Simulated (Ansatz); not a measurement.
Consider the ligand exchange at a B–C bond: `BC1(B)C[SiH2]1` + `CNBN` → `BNBNC` + `BC1C[SiH2]1`.

Computed with Ansatz on PBE0-D4/def2-TZVP structures; ΔE is electronic, products minus reactants. CCSD(T)/CBS is the MP2 limit (def2-TZVPP, def2-QZVPP) plus CCSD(T) − MP2 in def2-TZVPP, frozen cores. Functionals use def2-TZVPP. B3LYP here is the variant with VWN-RPA as its local correlation; programs differ in this. Each species was taken in one conformer, which may not be the lowest.

```csv
level,ΔE (kJ/mol),difference from CCSD(T)/CBS
PBE-D4,-79.1,-4.5
r2SCAN-D4,-76.7,-2.1
PBE0-D4,-75.2,-0.6
B3LYP-D4,-78.6,-4.0
ωB97M-V,-75.7,-1.1
B2PLYP,-77.7,-3.1
r2SCAN,-76.8,-2.2
PBE0,-75.9,-1.3
HF/def2-TZVPP,-69.3,5.3
MP2/def2-TZVPP,-72.3,2.3
CCSD/def2-TZVPP,-75.3,-0.7
CCSD(T)/def2-TZVPP,-76.8,-2.2
SCS-MP2/def2-QZVPP,-72.3,2.3
HF/CBS(def2),-68.9,5.7
MP2/CBS(def2),-70.1,4.5
CCSD/CBS(def2),-73.1,1.5
CCSD(T)/CBS,-74.6,0
```

Largest T1 diagnostic among the species: 0.013.

From PBE to PBE0 (25 % exact exchange), in def2-TZVPP and without D4, ΔE moves by +3.9 kJ/mol.
